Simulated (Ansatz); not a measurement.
Program: Ansatz. Geometries: PBE0-D4/def2-TZVP. ΔE: electronic, gas phase. CCSD(T)/CBS adds triple-zeta CCSD(T) − MP2 to the extrapolated MP2 energy (def2 sets, frozen cores). Functionals use def2-TZVPP. def2 core potentials past Kr. For I, Sb outer-core shells are correlated without core-valence functions, which leaves a few kJ/mol of doubt a bond.

Consider the cleavage of the Si–Sb bond: `[SiH3][SbH2]` + HI → `[SiH3]I` + `[SbH3]`.

| level | ΔE (kcal/mol) | difference from CCSD(T)/CBS |
| --- | --- | --- |
| revPBE-D4 | -9.8 | 1.7 |
| BHLYP-D4 | -12.2 | -0.7 |
| CAM-B3LYP-D4 | -11.5 | 0.0 |
| ωB97X-V | -11.9 | -0.4 |
| BLYP | -10.9 | 0.6 |
| LC-ωPBE | -11.6 | -0.1 |
| HF/def2-TZVPP | -14.6 | -3.1 |
| CCSD(T)/def2-TZVPP | -11.1 | 0.4 |
| HF/CBS(def2) | -14.7 | -3.2 |
| CCSD/CBS(def2) | -11.8 | -0.3 |
| CCSD(T)/CBS | -11.5 | 0 |

Largest T1 diagnostic among the species: 0.014.

In def2-TZVPP, CCSD(T) changes the Hartree–Fock value by +3.5 kcal/mol (the triples alone add +0.3 kcal/mol) and MP2 by +2.5 kcal/mol. At CCSD(T), def2-SVP lies +1.4 kcal/mol from the extrapolated value and def2-TZVPP +0.4 kcal/mol. Leaving LDA and LC-ωPBE aside and taking each functional with its dispersion term where it has one, the values spread over 2.5 kcal/mol, from BHLYP-D4 to revPBE-D4.
